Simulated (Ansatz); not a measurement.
Two isomers of CH8OSSi2: A = `[SiH3]OCS[SiH3]`, B = `[SiH3]OC([SiH3])S`.

Computed with Ansatz on PBE0-D4/def2-TZVP structures; ΔE is electronic, products minus reactants. CCSD(T)/CBS is the MP2 limit (def2-TZVPP, def2-QZVPP) plus CCSD(T) − MP2 in def2-TZVPP, frozen cores. Functionals use def2-TZVPP. B3LYP here is the variant with VWN-RPA as its local correlation; programs differ in this. Each species was taken in one conformer, which may not be the lowest.

(1) Which isomer does CCSD(T)/CBS put lower? Give the gap. (Best estimate.)

(2) Give E(B) − E(A) in kcal/mol with CCSD/def2-TZVPP, r2SCAN-D4, MP2/def2-TZVPP, HF/def2-TZVPP, B3LYP, PBE-D4, ωB97M-V. (An estimate is asked.)

Largest T1 diagnostic: 0.012.

Answers

(1) The calculation gave: A, by 14.5 kcal/mol.

(2) The calculation gave: CCSD/def2-TZVPP 14.6, r2SCAN-D4 14.8, MP2/def2-TZVPP 14.7, HF/def2-TZVPP 17.3, B3LYP 15.1, PBE-D4 14.0, ωB97M-V 14.2. None reverses the order clearly.

From PBE to PBE0 (25 % exact exchange), in def2-TZVPP and without D4, E(B) − E(A) moves by +0.8 kcal/mol. In def2-TZVPP, CCSD(T) changes the Hartree–Fock value by −3.1 kcal/mol (the triples alone add −0.4 kcal/mol) and MP2 by −2.6 kcal/mol.
